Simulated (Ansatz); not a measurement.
CdCl₂ (SMILES [Cl][Cd][Cl]), singlet, at a GFN2-xTB geometry (such geometries of metal compounds can be far from the true shape) (core potentials on Cd). Base run: PBE/def2-SVP run with Ansatz (a quantum-chemistry and plane-wave program).

Here is a job for Ansatz.
Ansatz 0.2 input:
```yaml
crystal:
  periodic: [false, false, false]
  atoms:
    - {symbol: Cd, position_ang: [-0.39671305, 0.18389913, -0.31449633]}
    - {symbol: Cl, position_ang: [1.79622522, 0.09929264, -0.90545355]}
    - {symbol: Cl, position_ang: [-0.67609427, -0.61853724, 1.79344318]}
basis:
  gaussian:
    orbitals: def2-SVP
hamiltonian:
  xc: pbe
```

The base run was repeated with changes; each row names its change, and settings that it needs were set with it.

```json
[
 {"change": "base", "ΔE vs base (mEh)": "0.000"},
 {"change": "occupation = up:A1:11 A2:4 B1:4 B2:8 down:A1:11 A2:4 B1:4 B2:8", "ΔE vs base (mEh)": "1404.2"},
 {"change": "occupation = up:A1:10 A2:3 B1:4 B2:10 down:A1:10 A2:3 B1:4 B2:10", "ΔE vs base (mEh)": "661.3"},
 {"change": "symmetry_tolerance_ang = 0.01", "ΔE vs base (mEh)": "0.000"},
 {"change": "occupation = up:A1:11 A2:3 B1:4 B2:9 down:A1:11 A2:3 B1:4 B2:9", "ΔE vs base (mEh)": "0.000"},
 {"change": "occupation = up:A1:12 A2:3 B1:3 B2:9 down:A1:12 A2:3 B1:3 B2:9", "ΔE vs base (mEh)": "352.9"},
 {"change": "occupation = up:A1:12 A2:3 B1:4 B2:8 down:A1:12 A2:3 B1:4 B2:8", "ΔE vs base (mEh)": "307.7"}
]
```
